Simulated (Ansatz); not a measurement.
Born–Oppenheimer molecular dynamics of CH$_{10}$O$_{2}$Si$_{2}$ (15 atoms, charge 0, multiplicity 1). It starts from a rough guess of a transition structure, not a stationary point.

Computed with UKS revPBE/STO-3G in Ansatz 0.2.0.

```
ensemble                      : NVE (velocity Verlet)
time step                     : 0.5 fs
steps asked                   : 150
starting velocities drawn for : 600 K
seed                          : 453642
```

First frame:

```xyz
15
Properties=species:S:1:pos:R:3
Si -0.876 -1.045 -0.486
C -0.053 -1.175 1.525
H -0.010 -1.619 -1.501
H -1.877 -2.064 -0.144
O -1.985 0.081 -0.817
H 0.462 -0.222 0.647
O 0.575 0.433 -0.445
Si 1.243 1.851 -0.779
H -0.963 -0.999 2.084
H 0.757 -0.748 2.131
H 0.153 -2.237 1.488
H -1.716 0.948 -1.115
H 2.698 1.683 -0.757
H 0.769 2.307 -2.090
H 0.823 2.807 0.258
```

Question: How far do the bonds stretch over the last three quarters of this one trajectory? (Pairs bonded in most of those frames.)

Answer: 
```csv
bond,mean (Å),spread (Å),shortest,longest
Si1–C2,1.894,0.042,1.83,1.96
Si1–H3,1.479,0.043,1.41,1.55
Si1–H4,1.465,0.011,1.45,1.49
Si1–O5,1.805,0.107,1.61,1.92
C2–H9,1.109,0.020,1.08,1.14
C2–H10,1.110,0.050,1.03,1.19
C2–H11,1.113,0.035,1.06,1.16
O5–H12,1.061,0.061,0.96,1.15
H6–O7,1.081,0.105,0.90,1.23
O7–Si8,1.763,0.066,1.67,1.87
Si8–H13,1.471,0.022,1.43,1.50
Si8–H14,1.472,0.070,1.37,1.57
Si8–H15,1.477,0.052,1.39,1.55
```

Mean temperature of the second half: 1604 K. The conserved energy stayed within 0.88 meV per atom of its start (net change 0.29 meV per atom), so the integration is sound. The system heated up, since it started high on the potential surface and ran downhill. A run of 0.075 ps of so small a system gives no equilibrium averages. The orbitals stay closed-shell, which can raise the energy where a bond breaks towards radicals; this wasn't checked here. Limits of this set-up: minimal basis.

Run time: 11 min on 1 thread of Intel(R) Xeon(R) Platinum 8375C CPU @ 2.90GHz (Ice Lake), with other jobs on the host, peak memory 0.15 GiB.
